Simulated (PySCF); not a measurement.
Sn(Br)(OMe) (CH3BrOSn), SMILES [Br][Sn][O]C (connectivity only; charge and spin as stated), neutral, multiplicity 1.

The structure is a stationary point at PBE0-D3(BJ)/def2-SVP. The structure was generated by enumeration; whether it is a known compound was not checked. The def2 effective core potentials stand for the cores of Sn; spin–orbit coupling is left out. Other conformers were not sampled.

Computed with IEF-PCM-M06-2X/def2-SVP (PySCF).

The values are the electrostatic part of the solvation free energy, E(continuum) − E(gas) at the gas-phase geometry, in a cavity of scaled van der Waals radii (PySCF's table); cavitation and dispersion terms are not included. A continuum can't describe solvent molecules that bind to the metal. In vacuum the orbital gap is 6.98 eV. The dipole moment in vacuum is 2.01 D.

```json
[
 {"solvent": "water", "ε": "78.36", "ΔG(elec) (kcal/mol)": "-5.2", "dipole (D)": "2.92", "gap (eV)": "7.21"},
 {"solvent": "cyclohexanone", "ε": "15.62", "ΔG(elec) (kcal/mol)": "-4.8", "dipole (D)": "2.84", "gap (eV)": "7.19"},
 {"solvent": "dichloromethane", "ε": "8.93", "ΔG(elec) (kcal/mol)": "-4.4", "dipole (D)": "2.78", "gap (eV)": "7.17"}
]
```
